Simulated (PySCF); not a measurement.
**Electron correlation in Ar²⁺ (argon, charge +2)**

[Ne] 3s2 3p4, high-spin 3P determinant. Computed with PySCF 2.14 in cc-pV(T+d)Z (5s4p3d1f, 39 functions), with the non-relativistic Hamiltonian (point nucleus). Frozen: [Ne]; 6 electrons correlated.

MP2 pair energies summed by pair of shells (mhartree):

| pair | energy | share (%) |
| --- | --- | --- |
| 3p-3p | -61.70 | 47.2 |
| 3s-3p | -59.28 | 45.4 |
| 3s-3s | -9.63 | 7.4 |

Total MP2 correlation energy: -130.62 mhartree.

Same-spin part -29.99 and opposite-spin part -100.63 mhartree; SCS-MP2 scales them by 1/3 and 6/5 to -130.75 mhartree.

```json
{"level": "CCSD", "correlation energy (mhartree)": "-157.10"}
{"level": "(T)", "correlation energy (mhartree)": "-4.14"}
{"level": "CCSD(T)", "correlation energy (mhartree)": "-161.24"}
```

Diagnostics: T1 = 0.0080, D1 = 0.0259, largest double amplitude 0.057.

Cost of the coupled-cluster step: 0.38 s of wall time on 1 thread of Intel(R) Xeon(R) Platinum 8375C CPU @ 2.90GHz (shared host), for 6 correlated electrons.
